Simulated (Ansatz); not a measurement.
# GaGeOSb: which of two structures lies lower

Structure I: a singlet given by its coordinates. Structure II: a triplet given by its coordinates. Both are isolated molecules in the gas phase, relaxed with r2SCAN-D4/def2-SVP.

I (Å):

```xyz
4

Ga    1.3562   -2.0375    3.2267
Ge   -0.1187   -0.7680    1.4325
O    -0.4224   -1.6147    3.0234
Sb    2.4814   -1.0613    1.1548
```

Close contacts (Å): Ga1–Ge2 2.65, Ga1–O3 1.84, Ga1–Sb4 2.55, Ge2–O3 1.83, Ge2–Sb4 2.63.

II (Å):

```xyz
4

Ga    1.3632   -2.1481    3.4202
Ge   -0.2281   -0.7319    1.4022
O    -0.3765   -1.5812    2.9502
Sb    2.5379   -1.0201    1.0648
```

Close contacts (Å): Ga1–O3 1.89, Ga1–Sb4 2.86, Ge2–O3 1.77, Ge2–Sb4 2.80.

Problem. Which of the two would you expect CCSD(T)/def2-SVP electronic energies to favour?

Solution. Structure I; the calculation gives E(II) − E(I) = +0.194 eV.

The same difference at several levels:

| level | geometry | E(II) − E(I) (eV) | departure from the last row (eV) | job, with rough time for the two |
| --- | --- | --- | --- | --- |
| r2SCAN-D4/def2-SVP | r2SCAN-D4/def2-SVP | +0.188 | −0.006 | optimisation, 4.2 min |
| HF/def2-SVP | r2SCAN-D4/def2-SVP | −0.835 | −1.029 | part of the CCSD(T) run |
| MP2/def2-SVP | r2SCAN-D4/def2-SVP | +0.358 | +0.164 | part of the CCSD(T) run |
| CCSD(T)/def2-SVP | r2SCAN-D4/def2-SVP | +0.194 |  | single point, 3.4 min |

HF/def2-SVP puts the two in the other order. The largest departure from CCSD(T)/def2-SVP is that of HF/def2-SVP, 1.029 eV. Levels run at GFN2-xTB geometries aren't shown. The triplet state of II needn't be its ground state.

With harmonic frequencies from r2SCAN-D4/def2-SVP (ideal gas, rigid rotor, one conformer each, 400 K, 1 atm): on the last row, ΔE + ΔZPE = +0.177 eV. A mode under 50 cm⁻¹ makes harmonic enthalpies and free energies unreliable, so none is given.

The T1 diagnostic of structure I is large, so the coupled-cluster value is less sure. Open shells are spin-unrestricted. The correlated steps freeze 23 core orbitals; the filled d shell of Ga and Ge and Sb is correlated, in a basis made for valence electrons. Atoms past krypton carry core potentials in the def2 sets and no spin–orbit term is included. ΔG holds the spin degeneracy. Codes used: Ansatz 0.2.0; the last row on 1 thread of AMD EPYC 7R43 64-Core Processor (Zen 3) on a shared host.
